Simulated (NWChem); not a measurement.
System: CH6O2Si2; SMILES [SiH3][SiH]1OCO1

The following NWChem deck was run.

```
start job
memory heap 200 mb stack 900 mb global 1100 mb
geometry units angstroms noautosym nocenter noautoz
  Si     0.227437     2.074771     0.000000
  Si    -0.618523    -0.122061     0.000000
  O      0.080797    -1.191119    -1.114382
  C      0.584224    -1.951004     0.000000
  O      0.080797    -1.191119     1.114382
  H     -0.252086     2.800651     1.209300
  H      1.714520     2.059215     0.000000
  H     -0.252086     2.800651    -1.209300
  H     -2.111976    -0.132422     0.000000
  H      1.680681    -1.970593     0.000000
  H      0.173367    -2.967588     0.000000
end
basis spherical
  * library sto-3g
end
dft
  xc hfexch
  iterations 150
end
property
  shielding 9 1 2 3 4 6 7 9 10 11
end
task dft property
```

Parts of the log:

```
             Northwest Computational Chemistry Package (NWChem) 7.3.0
             --------------------------------------------------------

                             Geometry "geometry" -> ""
                             -------------------------

 Output coordinates in angstroms (scale by  1.889725989 to convert to a.u.)

  No.       Tag          Charge          X              Y              Z
 ---- ---------------- ---------- -------------- -------------- --------------
    1 Si                  14.0000     0.22743700     2.07477100     0.00000000
    2 Si                  14.0000    -0.61852300    -0.12206100     0.00000000
    3 O                    8.0000     0.08079700    -1.19111900    -1.11438200
    4 C                    6.0000     0.58422400    -1.95100400     0.00000000
    5 O                    8.0000     0.08079700    -1.19111900     1.11438200
    6 H                    1.0000    -0.25208600     2.80065100     1.20930000
    7 H                    1.0000     1.71452000     2.05921500     0.00000000
    8 H                    1.0000    -0.25208600     2.80065100    -1.20930000
    9 H                    1.0000    -2.11197600    -0.13242200     0.00000000
   10 H                    1.0000     1.68068100    -1.97059300     0.00000000
   11 H                    1.0000     0.17336700    -2.96758800     0.00000000

 Effective nuclear repulsion energy (a.u.)     295.9037857250

  xc_inp: hfexch multiplicative factor not found.
                              NWChem Property Module
                              ----------------------

  itol2e modified to match energy
  convergence criterion.

                                 NWChem DFT Module
                                 -----------------

 Summary of "ao basis" -> "ao basis" (spherical)
 ------------------------------------------------------------------------------
       Tag                 Description            Shells   Functions and Types
 ---------------- ------------------------------  ------  ---------------------
 Si                          sto-3g                  5        9   3s2p
 O                           sto-3g                  3        5   2s1p
 C                           sto-3g                  3        5   2s1p
 H                           sto-3g                  1        1   1s

  itol2e modified to match energy
  convergence criterion.

[...]

          -----------------------------------------
          Chemical Shielding Tensors (GIAO, in ppm)
          -----------------------------------------

                                NWChem CPHF Module
                                ------------------

  scftype          =     RHF
  nclosed          =       28
  nopen            =        0
  variables        =      308
  # of vectors     =        3
  tolerance        = 0.10D-03
  level shift      = 0.00D+00
  max iterations   =       50
  max subspace     =       30

 SCF residual:    1.3776905794280547E-005

Iterative solution of linear equations
  No. of variables      308
  No. of equations        3
  Maximum subspace       30
        Iterations       50
       Convergence  1.0D-04

   iter   nsub   residual    time
   ----  ------  --------  ---------
     1      3    2.06D+00       8.7
     2      6    1.42D-01       9.2
     3      9    2.23D-02       9.5
     4     12    6.56D-03       9.9
     5     15    1.22D-03      10.4
     6     18    2.07D-04      10.9
     7     21    2.90D-05      11.4

      Atom:    1  Si
        Diamagnetic
    867.4483      1.6398      0.0000
      1.6398    873.3748     -0.0000
      0.0000     -0.0000    867.1119

        Paramagnetic
   -211.7271      0.9726      0.0000
      0.9726   -213.3755      0.0000
      0.0000      0.0000   -218.1340

        Total Shielding Tensor
    655.7212      2.6124      0.0000
      2.6124    659.9993      0.0000
      0.0000      0.0000    648.9779

           isotropic =     654.8995
          anisotropy =       9.5057

          Principal Components and Axis System
                 1           2           3
              661.2366    654.4838    648.9779

      1         0.4281      0.9037     -0.0000
      2         0.9037     -0.4281     -0.0000
      3         0.0000      0.0000      1.0000

      Atom:    2  Si
        Diamagnetic
    863.5894     -3.2730      0.0000
     -3.2730    871.4308     -0.0000
      0.0000     -0.0000    866.2742

        Paramagnetic
   -455.0536    -20.5442      0.0000
    -20.5442   -358.8885     -0.0000
      0.0000     -0.0000   -256.3545

        Total Shielding Tensor
    408.5357    -23.8172      0.0000
    -23.8172    512.5423     -0.0000
      0.0000     -0.0000    609.9197

           isotropic =     510.3326
          anisotropy =     149.3807

          Principal Components and Axis System
                 1           2           3
              609.9197    517.7369    403.3411

      1         0.0000     -0.2131      0.9770
      2         0.0000      0.9770      0.2131
      3         1.0000      0.0000      0.0000

      Atom:    3  O
        Diamagnetic
    363.7458    -19.3628      0.6886
    -19.3628    382.5625     -0.2918
      0.6886     -0.2918    384.9811

        Paramagnetic
      1.0160    -58.4809     45.2782
    -58.4809     48.1821    -60.8245
     45.2782    -60.8245     86.0294

        Total Shielding Tensor
    364.7618    -77.8437     45.9669
    -77.8437    430.7445    -61.1162
     45.9669    -61.1162    471.0105

           isotropic =     422.1723
          anisotropy =     196.6014

          Principal Components and Axis System
                 1           2           3
              553.2399    400.2396    313.0373

      1        -0.4153     -0.3437      0.8423
      2         0.6035      0.5887      0.5378
      3        -0.6807      0.7316     -0.0370

      Atom:    4  C
        Diamagnetic
    250.7223     -4.5900      0.0000
     -4.5900    255.8680      0.0000
      0.0000      0.0000    250.6371

[...]
```

Level: Hartree-Fock/STO-3G, GIAO. STO-3G and 3-21G are far too small for this property and stand as cheap habits. The geometry was optimised at B3LYP/6-31G* (spherical d). The output numbers the shielded atoms by their place in the input's list. The printed shielding anisotropy is the first printed principal value minus the mean of the other two.
